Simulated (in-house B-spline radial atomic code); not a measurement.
A fraction x of an electron is moved 3d → 4d in Zr4+, starting from [Ar] 3d10 4s2 4p6 and keeping the highest spin. All numbers are computed (scalar-relativistic (X2C) PBE, spin-polarised, spherical fractional occupations; Fermi nucleus of rms radius 4.2694 fm) with a B-spline radial code for spherical atoms, not measured.

```csv
x,E(x) - E(0) (eV),3d down level (eV),4d up level (eV)
0,0.0000,-217.481,-
0.125,22.2566,-219.952,-40.898
0.25,44.7637,-222.417,-41.358
0.375,?,?,?
0.5,90.5296,-227.331,-42.263
0.625,?,?,?
0.75,137.2971,-232.221,-43.150
0.875,161.0559,-234.658,-43.588
1,185.0645,-237.089,-44.022
```

(1) What belongs in the row x = 0.375?

(2) What belongs in the row x = 0.625?

(3) Check Janak's theorem between x = 0.125 and 0.25.

Results:

(1) An energy change of 67.5214 eV; 3d down at -224.877 eV, 4d up at -41.813 eV.

(2) An energy change of 113.7882 eV; 3d down at -229.779 eV, 4d up at -42.709 eV.

(3) The slope of the energy is 180.06 eV; the orbital levels give 180.06 eV (ε of the receiving orbital less ε of the emptying one, averaged over the two points).
